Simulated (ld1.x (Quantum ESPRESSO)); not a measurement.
# Reading a pseudo-wave (gold)

Columns: radius, all-electron u(r) and pseudo u(r) of the 6p shell (level -0.70 eV) of gold in the configuration [Xe] 4f14 5d10 6s1 6p0; PBEsol, scalar-relativistic, TM semilocal scheme, ld1.x (Quantum ESPRESSO) 7.5.

```tsv
r (bohr)	all-electron	pseudo
0.198	-0.0153	0.0035
0.395	0.0857	0.0138
0.593	-0.0755	0.0309
0.790	-0.1647	0.0541
0.988	-0.1446	0.0831
1.185	-0.0664	0.1170
1.383	0.0298	0.1551
1.580	0.1220	0.1960
1.778	0.2031	0.2387
1.975	0.2702	0.2811
2.173	0.3245	0.3218
2.370	0.3669	0.3589
2.568	0.3994	0.3911
2.765	0.4233	0.4170
2.963	0.4401	0.4363
3.160	0.4509	0.4492
3.358	0.4569	0.4563
3.555	0.4589	0.4587
3.753	0.4576	0.4576
3.950	0.4538	0.4538
4.148	0.4479	0.4479
4.345	0.4405	0.4405
4.542	0.4319	0.4319
4.740	0.4222	0.4222
4.938	0.4118	0.4118
5.135	0.4009	0.4009
```

Q: How many radial nodes do the two functions have?

A: The all-electron 6p function has n − l − 1 = 4 (the table is too coarse to show those close to the nucleus); the pseudo-wave has 0, since the states of the same l below it are removed with the core.

Q: At about which radius was the pseudo-wave matched?

A: 3.95 bohr. The columns agree to 0.0005 from 3.56 bohr on; several derivatives are matched, so the curves merge somewhat inside the radius.

Q: Where does each function peak?

A: Outermost all-electron maximum near 3.56 bohr, pseudo maximum near 3.56 bohr (to the table’s step).

Q: Is the pseudo-wave norm-conserving?

A: Yes: the TM semilocal scheme keeps the norm inside the radius equal to the all-electron one, which fixes the energy derivative of the logarithmic derivative at the level.
